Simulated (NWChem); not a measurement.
Species: C$_{3}$H$_{4}$F$_{2}$O; SMILES C(F)(CC=O)F

```xyz
10

O      0.4607    -2.0395    -0.4955
C     -0.4085    -1.6699     0.2456
C     -0.8324    -0.2346     0.4043
C      0.0775     0.7478    -0.2904
F     -0.4964     1.9731    -0.2914
F      1.2453     0.8394     0.3796
H     -0.9895    -2.4008     0.8649
H     -0.8972     0.0219     1.4752
H     -1.8569    -0.1371     0.0041
H      0.2989     0.4598    -1.3314
```
Atoms are numbered in this order, from 1.

Program: NWChem. Pople sets run with spherical d functions. Structure relaxed at the PBE0/def2-SVP level. Level MN15/6-31G*: energy and gradient on several grids; changes count from the extra-fine grid, which is no exact limit either.

Q: Which is the coarsest grid (xcoarse; medium; fine; coarse; xfine) from which on the energy stays within 100 μHa and each gradient component within 200 μHa/bohr of xfine?

A: medium.
| grid | size of the energy change (μHa) | largest change of a gradient component (μHa/bohr) | time, medium = 1 (rough) |
|---|---|---|---|
| xcoarse | 80000 | 2000 | about 1 |
| coarse | 500 | 100 | about 1 |
| medium | 40 | 40 | about 1 |
| fine | < 10 | < 30 | about 1 |
| xfine | < 10 | < 30 | 2 |
